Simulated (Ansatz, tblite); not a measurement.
Removing and adding an electron: B₃N₃. Total charge 0; singlet. Geometry: PBE0-D4/def2-SVP. Ansatz, gas phase; energy differences of separate SCF runs; the oxidised species was run as a doublet alone; the reduced species was run as a doublet alone.

| atom | x (Å) | y (Å) | z (Å) |
| --- | --- | --- | --- |
| B1 | -0.2185 | -0.4095 | 0.9871 |
| B2 | 0.1480 | -0.6700 | -0.8479 |
| B3 | 0.0705 | 1.0795 | -0.1392 |
| N4 | -0.2059 | 0.9321 | 1.1796 |
| N5 | 0.3040 | 0.5697 | -1.3732 |
| N6 | -0.0981 | -1.5019 | 0.1936 |

The xTB rows come from tblite. Correlated methods freeze 6 core orbitals. The structure comes from a short search, and lower isomers may exist.

(1) Estimate orbital energies and vertical ionisation energies and electron affinities at: GFN1-xTB; GFN2-xTB; HF/def2-TZVPP; PBE-D4/def2-TZVPD; r2SCAN-D4/def2-TZVP; r2SCAN-D4/def2-TZVPD; PBE0-D4/def2-TZVP; PBE0-D4/def2-TZVPD; MP2/def2-TZVPP; CCSD/def2-TZVPP; CCSD(T)/def2-TZVPP.

Results:

(1) 
```tsv
level	−HOMO (eV)	vertical IE (eV)	−LUMO (eV)	vertical EA (eV)	HOMO–LUMO gap (eV)	IE − EA (eV)	remarks
GFN1-xTB	11.90	15.57	9.02	5.27	2.88	10.30	–
GFN2-xTB	11.27	15.26	8.66	4.66	2.61	10.60	–
HF/def2-TZVPP	–	10.05	–	–	–	–	spin-contaminated (⟨S²⟩ 0.90) (+1 doublet)
PBE-D4/def2-TZVPD	7.70	–	4.00	1.35	3.70	–	HOMO above zero (-1 doublet)
r2SCAN-D4/def2-TZVP	7.91	11.05	3.71	–	4.21	–	–
r2SCAN-D4/def2-TZVPD	7.92	–	3.72	1.36	4.20	–	HOMO above zero (-1 doublet)
PBE0-D4/def2-TZVP	8.94	11.16	3.07	–	5.86	–	–
PBE0-D4/def2-TZVPD	8.95	–	3.10	1.25	5.85	–	HOMO above zero (-1 doublet)
MP2/def2-TZVPP	–	11.78	–	–	–	–	spin-contaminated (⟨S²⟩ 0.90) (+1 doublet)
CCSD/def2-TZVPP	–	11.18	–	–	–	–	large T1 (0.020) (singlet), spin-contaminated (⟨S²⟩ 0.90) (+1 doublet)
CCSD(T)/def2-TZVPP	–	11.24	–	–	–	–	large T1 (0.020) (singlet), spin-contaminated (⟨S²⟩ 0.90) (+1 doublet)
```

Run but left out: PBE-D4/def2-TZVP (charge +1 doublet: an occupied level 0.15 eV above an empty one).   A HOMO above zero means that the electron is unbound at that level or that self-interaction error raises the level; the energy of removing that electron tells which. Raw xTB energy differences between charge states are shifted by several eV; the methods need an empirical correction for them.
